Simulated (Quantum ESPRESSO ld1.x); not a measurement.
Question: The mean radii <r> (bohr) of the occupied orbitals of an atom or ion are listed with their occupations. All-electron calculation, Dirac Kohn-Sham, BLYP, spin-unpolarised, spherical densities, point nucleus. Program: ld1.x of Quantum ESPRESSO 7.5.

| orbital | occ. | <r> |
|---|---|---|
| 1s1/2 | 2 | 0.3295 |
| 2s1/2 | 2 | 1.952 |
| 2p1/2 | 0.333333 | 2.307 |
| 2p3/2 | 0.666667 | 2.309 |

Name the element and its charge. Open shells, if any, are shared by 2j + 1.

Answer: Z = 5, boron, charge 0: B in [He] 2s2 2p1. The 1s radius gives Z: for a bare nucleus <r> = (2 gamma + 1)/(2Z) with gamma = sqrt(1 - (Z/c)^2), 0.2999 bohr for Z = 5, and screening makes it slightly larger (0.3295 here). The occupations add up to 5, and the charge is Z minus that.
